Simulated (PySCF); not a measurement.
Stretching LiBe⁺

Set-up: basis Li def2-SVPD, Be def2-SVPD; no relativity; PySCF 2.14. Energies in eV from Li⁺ + Be in their ground configurations at the same level. State: ¹Σ⁺ (singlet), closed shell.

All columns are M06-2X. A positive dipole points towards Be; it is taken about the centre of mass and depends on that origin.

| R (Å) | E (eV) | μ (D) | Mulliken charge on Li (basis-dependent) | HOMO (eV) | LUMO (eV) | Mayer bond order | ⟨S²⟩ |
| --- | --- | --- | --- | --- | --- | --- | --- |
| 2.259 | -0.508 | -2.24 | 0.58 | -13.36 | -6.52 | 0.65 | 0.00 |
| 2.364 | -0.587 | -2.49 | 0.60 | -13.21 | -6.48 | 0.63 | 0.00 |
| 2.469 | -0.631 | -2.76 | 0.63 | -13.05 | -6.45 | 0.60 | 0.00 |
| 2.548 | -0.646 | -2.99 | 0.65 | -12.93 | -6.42 | 0.57 | 0.00 |
| 2.627 | -0.650 | -3.22 | 0.67 | -12.81 | -6.39 | 0.54 | 0.00 |
| 2.706 | -0.645 | -3.47 | 0.70 | -12.69 | -6.36 | 0.51 | 0.00 |
| 2.811 | -0.629 | -3.82 | 0.73 | -12.53 | -6.32 | 0.47 | 0.00 |
| 2.942 | -0.598 | -4.26 | 0.76 | -12.34 | -6.28 | 0.42 | 0.00 |
| 3.100 | -0.551 | -4.81 | 0.80 | -12.12 | -6.25 | 0.36 | 0.00 |
| 3.310 | -0.481 | -5.58 | 0.84 | -11.85 | -6.24 | 0.30 | 0.00 |

A fit through these points gives, at Re = 2.619 Å, μ = -3.20 D and dμ/dR = -3.07 D/Å; the reduced mass is 3.945 u.

How strong is the fundamental in the double-harmonic approximation, I = 42.26·(dμ/dR)²/μred km/mol?

I = 42.26·(-3.07)²/3.945 = 101 km/mol at M06-2X.

Closed-shell solutions of metal pairs were not tested for spin polarisation, which can lower them a little. For an ion De counts to the pair picked by the measured ionisation energies or electron affinities, which need not be the lowest pair at this level.
